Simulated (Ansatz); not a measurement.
Frontier orbitals of CH$_{2}$AlFO, SMILES `F[CH]1[O][AlH]1`.

The species carries charge 0 and has multiplicity 1. Geometry: relaxed with PBE0-D4/def2-TZVP. Basis def2-TZVPP, Ansatz 0.2.0.

Orbital energies of one run (eV). Highest occupied ones, from the top: -5.35, -7.48, -8.34, -8.77, -9.78, -11.26, -11.74, -12.36, -15.49, -24.97, -29.93, -69.39, -69.48, -69.66. Empty: -2.23, -1.95, -0.81, 1.57, 1.92, 2.26.

(1) Which functional gave them?
A. PBE
B. ωB97M-V
C. LC-ωPBE
D. r2SCAN0

Results:

(1) A. HOMO energies: PBE -5.35, r2SCAN0 -6.71, LC-ωPBE -9.22, ωB97M-V -8.78 eV.

LC-ωPBE has ω = 0.4 bohr⁻¹.
